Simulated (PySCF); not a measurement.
# From computed data to an observable: chemical shift, span and skew from a shielding tensor

Ga(Me)2(NH3) (C2H9GaN), SMILES [CH3][Ga+](<-[NH3])[CH3] (connectivity only; charge and spin as stated), charge +1, multiplicity 1. Atoms are numbered in the order given.

```xyz
13

Ga     0.0119     0.2118     0.0522
C      1.4293     0.9281    -1.0609
H      2.3851     0.4370    -0.8142
H      1.5358     2.0107    -0.9027
H      1.2083     0.7417    -2.1245
C     -1.3591     0.4687     1.3999
H     -2.3404     0.1534     1.0097
H     -1.4158     1.5257     1.6968
H     -1.1290    -0.1387     2.2907
N     -0.0947    -1.8533    -0.4508
H     -0.8014    -2.0300    -1.1773
H     -0.3588    -2.4468     0.3455
H      0.7888    -2.2257    -0.8204
```
Charge +1, spin multiplicity 1.

Coordinates come from a TPSSh-D3(BJ)/def2-SVP optimisation. The spin state was assumed, not searched. The isomer is the one that the SMILES or the coordinates give; other isomers of the formula were not compared.

GIAO shieldings from HF/pcSseg-1 (PySCF), non-relativistic, no solvent. The symmetric part of the tensor of C2 has the principal values 183.5, 199.4, 202.8 ppm. The same nucleus in TMS has σ = 192.6 ppm at this level (PySCF, at its B3LYP-D3(BJ)/def2-TZVP geometry).

### Question
Work out the isotropic shielding, the ¹³C shift against TMS, the span and the skew.

### Answer

σ(iso) = (σ11 + σ22 + σ33)/3 = 195.2 ppm. δ = σ(ref) − σ(iso) = 192.6 − (195.2) = -2.6 ppm.
Span Ω = σ33 − σ11 = 19.3 ppm. Skew κ = 3(σ(iso) − σ22)/Ω = -0.65. Tumbling in solution averages the tensor to δ; in a static solid the shielding alone would spread this spin-1/2 line over Ω.
